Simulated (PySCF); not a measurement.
Does the answer move with the share of exact exchange?

Compound: ClH₇P₂Si₂.
Bonds: Si1–Si2, Si2–P3, Si2–P4, Si2–Cl5. Hydrogens: H6, H7, H8 on Si1; H9, H10 on P3; H11, H12 on P4.

Torsions of this conformer, `[SiH3:1][Si:2]([PH2:3])([PH2:4])[Cl:5]`: H–P3–Si2–Si1 39°, H–P3–Si2–Si1 -54°, H–P4–Si2–Si1 -40°, H–P4–Si2–Si1 54°.

PySCF, def2-SVPD basis, density fitting, gas phase, PBE0-D3(BJ)/def2-SVP geometry; singlet excitations by full TDDFT with frozen cores, triplets by Tamm–Dancoff TDDFT and ionisation energies by ΔSCF, from the lowest of the holes tried. One functional is left out:

```csv
functional,exact exchange (%),HOMO energy (eV),LUMO energy (eV),lowest singlet excitation (eV),lowest triplet excitation (eV),dipole moment (D),mean polarisability (au),vertical ionisation energy (eV)
LDA,0,-6.41,-1.69,4.85,4.59,2.127,137.1,8.77
PBE,0,-6.34,-1.54,4.92,4.57,2.024,134.6,8.67
PBE0,25,-7.38,-0.72,5.44,4.91,2.190,129.9,9.00
BHandHLYP,50,-8.32,0.23,5.93,5.23,2.222,126.0,9.18
```

Predict the row of B3LYP (20 % exact exchange) by straight lines through the other rows, and check it.

| property | line | computed | computed − line | PBE0 (25 %), for comparison |
| --- | --- | --- | --- | --- |
| HOMO energy (eV) | -7.16 | -7.19 | -0.03 | -7.38 |
| LUMO energy (eV) | -0.88 | -0.84 | +0.04 | -0.72 |
| lowest singlet excitation (eV) | 5.31 | 5.39 | +0.08 | 5.44 |
| lowest triplet excitation (eV) | 4.84 | 4.94 | +0.10 | 4.91 |
| dipole moment (D) | 2.145 | 2.066 | -0.079 | 2.190 |
| mean polarisability (au) | 131.6 | 130.7 | -0.9 | 129.9 |
| vertical ionisation energy (eV) | 8.92 | 8.96 | +0.04 | 9.00 |
